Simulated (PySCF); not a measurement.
# Telling isomers of C6H9FO2 apart by NMR

[PySCF: PBE0/pcSseg-1 with gauge-including orbitals; geometry: PBE0-D3(BJ)/def2-SVP; in vacuum; single conformer; fast rotation and ring inversion assumed for equivalent nuclei; non-relativistic]

References, each an isolated molecule treated in the same way: TMS for ¹H, ¹³C. Splittings of carbon signals by F and P are missing where no couplings were computed. Where no couplings were computed, multiplicities follow the n + 1 count of equivalent neighbours, and m marks all less simple cases (inequivalent or close neighbours, rings, F or P nearby). Shifts are as computed. Against solution values, carbons near 30 ppm lie about +2 ppm off and those near 130 ppm about +5 ppm. Of 1309 compounds with measured shifts, 239 miss one by over three times the rms of a fit or turn the order of signals round; such compounds aren't used in these exercises.

(1) Tabulate the signals of `CO[C@@]1(F)C=COCC1`, `CCOC1=C(F)COC1` and their relative energies.

(2) What is the quickest way to tell CO[C@@]1(F)C=COCC1 from CCOC1=C(F)COC1?

Results:

(1) 
| SMILES | carbon types | δC | δH | E rel. (kcal/mol) |
| --- | --- | --- | --- | --- |
| CO[C@@]1(F)C=COCC1 | 1×C 2×CH 2×CH2 1×CH3 | 155.4, 107.8, 106.8, 64.3, 49.6, 32.7 | 6.47 (m, 1H), 4.98 (m, 1H), 4.06 (m, 1H), 3.96 (m, 1H), 3.42 (s, 3H), 1.84 (m, 1H), 1.67 (m, 1H) | 0.0 |
| CCOC1=C(F)COC1 | 2×C 3×CH2 1×CH3 | 136.0, 133.5, 74.2, 72.8, 66.5, 17.0 | 4.75 (m, 2H), 4.53 (s, 2H), 4.08 (q, 2H), 1.31 (t, 3H) | 17.2 |

Energies are electronic energies at PBE0/pcSseg-1 on these geometries, without zero-point or thermal terms, each for the one conformer computed, which needn't be the lowest.

(2) Both give the same number of carbon signals, but DEPT or the intensities differ. The first has an alkene carbon bearing oxygen (CH) at 155.4 ppm, the second a methyl carbon (CH3) at 17.0 ppm. Their most deshielded carbons lie at 155.4 and 136.0 ppm. In the proton spectra the most deshielded non-exchanging signals are 6.47 (m, 1H) and 4.75 (m, 2H).
